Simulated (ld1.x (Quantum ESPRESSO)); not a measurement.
**How hard is this antimony ultrasoft potential?**

* Element: Sb (Z = 51)
* Generator: ld1.x (Quantum ESPRESSO) 7.5
* Type: ultrasoft
* Functional: PBE
* Relativity: scalar-relativistic
* Frozen core: [Kr] 4d10
* Valence charge: 5
* Reference configuration: 5s2 5p3
* Partial waves: 5s (bound): rcut 1.75, rcutus 1.85 bohr; 5s channel at 0.5 Ry: rcut 1.75, rcutus 1.85 bohr; 5p (bound): rcut 2.20, rcutus 2.65 bohr; 5p channel at 0.2 Ry: rcut 2.20, rcutus 2.65 bohr; 5d channel at -0.05 Ry: rcut 1.50, rcutus 1.85 bohr
* Local potential: all-electron potential smoothed inside 1.80 bohr (lloc = -2)
* Core correction: none
* Augmentation charge: built from norm-conserving waves at rcut, not smoothed further

The pseudo-atom Hamiltonian at the reference potential is diagonalised in spherical Bessel functions j_l(qr) that vanish at 20 bohr, with q² up to the cutoff. All-electron valence levels (Ry): 5s -0.9430, 5p -0.3548.

**Question.** How do the lowest levels (Ry) of each channel move with the cutoff, and are there ghosts?

**Answer.**

```csv
cutoff (Ry),s #1,p #1,p #2,d #1,f #1,f #2,Σ f·Δε (mRy)
8,-0.9331,-0.3541,0.0233,0.0200,0.1093,0.2296,22.3
10,-0.9401,-0.3547,0.0233,0.0113,0.1093,0.2296,6.6
12,-0.9423,-0.3548,0.0233,0.0025,0.1093,0.2296,1.8
15,-0.9425,-0.3548,0.0233,-0.0068,0.1093,0.2296,1.1
18,-0.9426,-0.3548,0.0233,-0.0261,0.1093,0.2296,0.9
21,-0.9428,-0.3548,0.0233,-0.0494,0.1093,0.2296,0.6
25,-0.9429,-0.3548,0.0233,-0.0959,0.1093,0.2296,0.3
400,-0.9431,-0.3549,0.0233,-1.4463,0.1093,0.2296,0.0
```

Result: ghost state, extra bound levels that the all-electron valence spectrum of the same l lacks: d at -19.7 eV (a true bound ghost makes a file unfit for plane-wave use); 10 mRy is reached at 10 Ry and 1 mRy at 18 Ry.
